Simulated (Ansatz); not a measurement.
Isolated molecules relaxed with PBE0-D4/def2-TZVP in Ansatz; ΔE leaves out vibrations. CCSD(T)/CBS is the MP2 limit (def2-TZVPP, def2-QZVPP) plus CCSD(T) − MP2 in def2-TZVPP, frozen cores. DFT in def2-TZVPP. B3LYP here is the variant with VWN-RPA as its local correlation; programs differ in this. For Se outer-core shells are correlated without core-valence functions, which leaves a few kJ/mol of doubt a bond. Scalar relativity is left out up to krypton. Each species was taken in one conformer, which may not be the lowest.

`[OH][AlH][SiH2][SeH]` + `[CH3][AlH][SiH3]` → `[CH3][AlH][SiH2][SeH]` + `[OH][AlH][SiH3]`  (formal exchange of groups at the Se–Si bond)

| level | ΔE (kJ/mol) |
| --- | --- |
| r2SCAN-D4 | 1.7 |
| r2SCANh-D4 | 1.6 |
| CAM-B3LYP-D4 | 1.0 |
| B2PLYP | -0.4 |
| PBE | 0.5 |
| B3LYP | -1.2 |
| HF/def2-SVP | -2.8 |
| CCSD/def2-TZVPP | -0.4 |

Question: What does CCSD(T)/CBS give? (An estimate is asked.)

Answer: Computed: +0.6 kJ/mol. The listed levels differ from it by 1.1, 1.0, 0.4, -1.0, -0.1, -1.8, -3.4, -1.0 kJ/mol.

Largest T1 diagnostic among the species: 0.014.

Leaving LDA and LC-ωPBE aside and taking each functional with its dispersion term where it has one, the values, not all of them listed here, spread over 2.7 kJ/mol, from B2PLYP to revPBE-D4. LDA lies +4.1 kJ/mol from PBE without D4. In def2-TZVPP, CCSD(T) changes the Hartree–Fock value by +4.0 kJ/mol (the triples alone add +0.7 kJ/mol) and MP2 by +4.3 kJ/mol.
